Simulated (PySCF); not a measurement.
A geometry optimisation on `C=[C](C)[GeH2][F]`.

Computed with PBE0-D3(BJ)/def2-SVP geometry optimisation, gas phase (PySCF 2.14.0). Start geometry: GFN2-xTB. A driver script takes a list of jobs; this job's settings line and coordinates (Å) are shown.

Command:
```bash
OMP_NUM_THREADS=1 python probes_run.py task.json out
```

Input:
```
{"job": {"xc": "PBE0", "basis": "def2-SVP", "d3": "d3bj", "grid": 1, "shake": 0.01, "kind": "geom"}, "charge": 0, "multiplicity": 1}
C     -0.465450     1.529170    -0.381770
C     -0.259860     0.291550    -0.048000
C     -1.334740    -0.758080    -0.014170
Ge     1.600840    -0.300190     0.398920
F      2.004650    -1.458930    -0.862980
H     -1.476170     1.907700    -0.657610
H      0.313160     2.288440    -0.406620
H     -1.029970    -1.563940    -0.685260
H     -2.285500    -0.351290    -0.278840
H     -1.391850    -1.176190     1.009770
H      2.641350     0.736190     0.284880
H      1.723240    -1.172710     1.632660
```

Estimate the output.

```
step   0  E = -2294.45534445  max force = 0.052307
step   1  E = -2294.46078692  max force = 0.012678
step   2  E = -2294.46268400  max force = 0.004099
step   3  E = -2294.46285977  max force = 0.001383
step   4  E = -2294.46292102  max force = 0.001520
step   5  E = -2294.46296460  max force = 0.001276
step   6  E = -2294.46299304  max force = 0.000925
step   7  E = -2294.46300550  max force = 0.000634
step   8  E = -2294.46299803  max force = 0.000858
step   9  E = -2294.46299877  max force = 0.000485
step  10  E = -2294.46301096  max force = 0.000206
optimisation converged
```

Energies in Eh; «max force» is the largest Cartesian gradient component in Eh/bohr.

Give the first gradient maximum in eV/Å.

With 1 Eh/bohr = 51.422 eV/Å, 2.690 eV/Å.

How much energy does the optimisation release, in eV?

E(step 0) − E(last step) = 0.007667 Eh, which is 0.209 eV.

In short: final energy -2294.46301 Eh after 10 steps; dipole 2.31 D.

How long does this job take on an Arm Neoverse V1 with one thread, no GPU, shared host? And the peak memory of the process?

About 67 s, with 0.51 GiB resident at the peak, the Python interpreter and its libraries included.
Labels such as C1 count atoms from 1, the log's own numbers from 0.
